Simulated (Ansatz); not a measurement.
# A relaxation, step by step

AlN$_{3}$H$_{8}$, closed shell, PBE0-D4/def2-TZVP (Ansatz 0.2.0). Settings:

```yaml
hamiltonian: {xc: pbe0, dispersion: d4}
relax: {f_tol: 0.005, max_steps: 200}
```

Start, a step off a saddle point along its unstable mode:

Al1  (0.073, -0.264, -0.209)
N2  (0.336, 1.448, 0.734)
N3  (-1.220, -0.095, -1.431)
N4  (0.214, -1.718, 0.801)
H5  (1.158, 1.200, 0.249)
H6  (1.685, 0.230, -0.567)
H7  (0.355, 1.446, 1.758)
H8  (-0.169, 2.297, 0.449)
H9  (-1.638, 0.757, -1.765)
H10  (-1.401, -0.840, -2.084)
H11  (1.109, -2.058, 1.105)
H12  (-0.500, -2.404, 0.961)
(Å)

```json
{"step": "1", "energy less the last (meV)": "1000.2", "largest force component (eV/Å)": "3.984"}
{"step": "3", "energy less the last (meV)": "371.2", "largest force component (eV/Å)": "1.588"}
{"step": "5", "energy less the last (meV)": "102.2", "largest force component (eV/Å)": "0.506"}
{"step": "7", "energy less the last (meV)": "50.6", "largest force component (eV/Å)": "0.903"}
{"step": "9", "energy less the last (meV)": "24.4", "largest force component (eV/Å)": "0.531"}
{"step": "11", "energy less the last (meV)": "5.3", "largest force component (eV/Å)": "0.059"}
{"step": "13", "energy less the last (meV)": "3.6", "largest force component (eV/Å)": "0.020"}
{"step": "15", "energy less the last (meV)": "2.2", "largest force component (eV/Å)": "0.028"}
{"step": "17 (rejected trial)", "energy less the last (meV)": "1.1", "largest force component (eV/Å)": "0.174"}
{"step": "19", "energy less the last (meV)": "0.3", "largest force component (eV/Å)": "0.036"}
{"step": "21", "energy less the last (meV)": "0.1", "largest force component (eV/Å)": "0.013"}
{"step": "23", "energy less the last (meV)": "0.1", "largest force component (eV/Å)": "0.005"}
{"step": "25", "energy less the last (meV)": "0.0", "largest force component (eV/Å)": "0.008"}
{"step": "27", "energy less the last (meV)": "0.0", "largest force component (eV/Å)": "0.006"}
{"step": "29", "energy less the last (meV)": "0.0", "largest force component (eV/Å)": "0.003"}
```

Step 25, positions (Å) and forces (eV/Å):

| atom | x | y | z | Fx | Fy | Fz |
| --- | --- | --- | --- | --- | --- | --- |
| Al1 | 0.389 | -0.286 | -0.435 | 0.001 | 0.000 | 0.003 |
| N2 | 0.336 | 1.378 | 0.784 | -0.005 | 0.002 | -0.003 |
| N3 | -1.115 | 0.051 | -1.397 | -0.008 | -0.003 | -0.004 |
| N4 | 0.240 | -1.570 | 0.838 | -0.003 | -0.005 | 0.001 |
| H5 | 1.098 | 2.038 | 0.680 | 0.000 | -0.002 | 0.002 |
| H6 | 1.826 | -0.085 | -1.118 | 0.000 | 0.000 | 0.000 |
| H7 | 0.321 | 1.033 | 1.739 | 0.001 | 0.001 | -0.002 |
| H8 | -0.542 | 1.847 | 0.586 | 0.003 | -0.001 | 0.001 |
| H9 | -1.060 | 0.453 | -2.321 | 0.000 | -0.002 | 0.005 |
| H10 | -1.892 | -0.593 | -1.386 | 0.007 | 0.006 | -0.001 |
| H11 | 1.015 | -2.183 | 1.040 | -0.002 | 0.002 | 0.000 |
| H12 | -0.615 | -2.083 | 0.990 | 0.006 | 0.004 | -0.001 |

Last step (29):

Al1  (0.387, -0.285, -0.437)
N2  (0.336, 1.378, 0.785)
N3  (-1.118, 0.051, -1.397)
N4  (0.243, -1.568, 0.838)
H5  (1.113, 2.023, 0.702)
H6  (1.821, -0.081, -1.126)
H7  (0.294, 1.028, 1.737)
H8  (-0.529, 1.865, 0.570)
H9  (-1.061, 0.438, -2.327)
H10  (-1.902, -0.584, -1.373)
H11  (1.023, -2.172, 1.048)
H12  (-0.607, -2.093, 0.980)
(Å)

The run took about 65 s on 4 CPU threads of an Arm Neoverse V1 (shared host).
